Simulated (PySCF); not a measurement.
**Levels of Tc¹⁴⁺ from EOM-EA-GCCSD**

Reference: closed-shell Tc¹⁵⁺, [Ar] 3d10; one electron is added. Calculated with PySCF 2.14, two-component X2C-1e with screened spin-orbit coupling, an uncontracted even-tempered set (20 s from 0.42 bohr⁻², ratio 2.6; 15 p from 0.55 bohr⁻², ratio 2.6; 10 d from 0.55 bohr⁻², ratio 2.6; 6 f from 0.56 bohr⁻², ratio 2.8); frozen [Ar]; the 102 highest virtual spinors dropped; of the others 70 kept and the rest restored at second order. No Breit or QED terms. Binding energies in eV.

| level | Koopmans | second order | EOM-CCSD |
| --- | --- | --- | --- |
| 4s1/2 | 337.02 | 338.20 | 338.15 |
| 4p1/2 | 306.11 | 307.19 | 307.14 |
| 4p3/2 | 301.49 | 302.52 | 302.47 |

Electric-dipole lines between these computed levels:

| lower | upper | ΔE (eV) | vacuum wavelength (nm) |
| --- | --- | --- | --- |
| 4s1/2 | 4p1/2 | 31.006 | 39.99 |
| 4s1/2 | 4p3/2 | 35.675 | 34.75 |

For comparison, the ionisation energy of Tc¹⁴⁺ is 338.55 ± 0.17 eV (semi-empirical (NIST evaluation); NIST Atomic Spectra Database, ionization energies).
